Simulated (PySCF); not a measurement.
# GaSb from Hartree–Fock to correlated methods

State: ³Σ⁻ (triplet), unpaired electrons π ↑↑. Set-up: PySCF, scalar-relativistic core potentials, basis sets Ga cc-pVDZ-PP with ECP10, Sb cc-pVDZ-PP with ECP28. De refers to Ga + Sb in their high-spin ground configurations, without counterpoise correction. The functionals are run spin-unrestricted. A positive dipole means Ga(−)Sb(+).

```
      Level  Re (Å)  ωe (cm⁻¹)  De (eV)  μ (D)
        UHF   2.827        167     0.64  -1.98
    UHF-MP2   2.792        180     1.29    n/a
UHF-SCS-MP2   2.809        176     1.24    n/a
   UHF-CCSD   2.812        172     1.26    n/a
UHF-CCSD(T)   2.813        172     1.33    n/a
        PBE   2.815        170     1.90  -1.29
       BP86   2.816        169     1.92  -1.34
     r²SCAN   2.781        175     1.77  -1.32
      B3LYP   2.819        169     1.79  -1.51
       PBE0   2.787        176     1.76  -1.47
  BHandHLYP   2.793        175     1.62  -1.66
    LC-ωPBE   2.735        188     1.55  -1.61
```

Problem. Which functional lies closest to UHF-CCSD(T) in De, which farthest, and by how much do they differ from it?

Solution. Closest is LC-ωPBE (-7.8 pm in Re, +9.3 % in ωe, +0.22 eV in De against UHF-CCSD(T) in the same basis), farthest BP86 (+0.3 pm in Re, -1.7 % in ωe, +0.59 eV in De). CCSD(T) converges more slowly with the basis than the functionals do and binds too weakly in this one, so the order can change at the basis-set limit.

Problem. What does a quarter of exact exchange do here, going from PBE to PBE0?

Solution. PBE0 less PBE: -2.8 pm in Re, +3.5 % in ωe, -0.14 eV in De. Exact exchange removes part of the self-interaction that spreads semilocal densities, and in most molecules shortens and stiffens the bond and lowers De; so it does here.

Problem. What does the triples do here, going from UHF-CCSD to UHF-CCSD(T)?

Solution. UHF-CCSD(T) less UHF-CCSD: +0.1 pm in Re, +0.0 % in ωe, +0.07 eV in De. Correlation nearly always deepens the well. The bond length hardly moves.

Correlated steps freeze 8 core orbitals. Correlated levels converge slowly with the basis: in double zeta they bind strong bonds too weakly, by up to about 1 eV, and carry superposition errors of some tenths. These are scalar-relativistic numbers at best; spin–orbit coupling would shift them, the dissociation energy most. The state is the lowest determinant that a PBE0 search found; another state may lie lower at other levels.

The whole job (state search and all levels along the bond) took about 2.4 min on 1 thread of Intel Xeon Platinum 8375C @ 2.90GHz (shared host), peak memory 0.52 GiB.
